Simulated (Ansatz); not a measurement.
A structure drawn as `F[SiH]1[SiH2][Se]1`, with this starting geometry:

```xyz
7

F     2.2993    0.3471   -0.2390
Si    0.9235   -0.5498    0.2447
Si   -0.9098    0.5816   -0.0319
Se   -0.4841   -1.0047   -1.5716
H     0.9651   -1.5812    1.2812
H    -2.0398    0.2254    0.8804
H    -0.7543    1.9817   -0.5639
```

Charge 0, multiplicity 1.

Q: Relax it with Ansatz at PBE-D4/def2-SVP and then PBE0-D4/def2-TZVP. Is the drawn bonding still there?

A: Yes, every drawn bond is still there and no new one forms.

Q: Give the relaxed structure. (Estimate.)

A: Ansatz gave: 
Z-matrix (Å, degrees):
```
Si
Si 1 2.249
Se 1 2.260 2 61.8
F 1 1.596 2 121.1 3 105.9
H 1 1.476 2 126.6 3 -103.6
H 2 1.481 1 121.1 3 -101.7
H 2 1.482 1 123.6 3 101.1
```
All modes are real.

Atoms count as bonded under 1.1 times the sum of their covalent radii (H–H under 0.85 Å, pairs among N, O and F under 1.55 Å), and a drawn bond as lost past 1.3 times.
